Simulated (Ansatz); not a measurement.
Ansatz results at the PBE0-D4/def2-TZVP geometry: ideal-gas entropy at 298 K and 1 bar (rigid rotor, harmonic PBE0-D4/def2-TZVP) 290 J/(mol·K); size of the dipole moment (B3LYP/def2-TZVPP) 1.43 D; size of the dipole moment (PBE/def2-TZVPP) 1.48 D.

Task: Which molecule gave them?
A. `C[B]CC`•
B. `F[C](Cl)Cl`•
C. `[O][AlH][Cl]`•
D. `[CH2]S(C)=O`•

Result: C. The others give `[CH2]S(C)=O`•: 312, 3.67, 3.36; `C[B]CC`•: 333, 1.02, 1.11; `F[C](Cl)Cl`•: 298, 0.45, 0.38.

B3LYP here is the variant with VWN-RPA as its local correlation; programs differ in this.
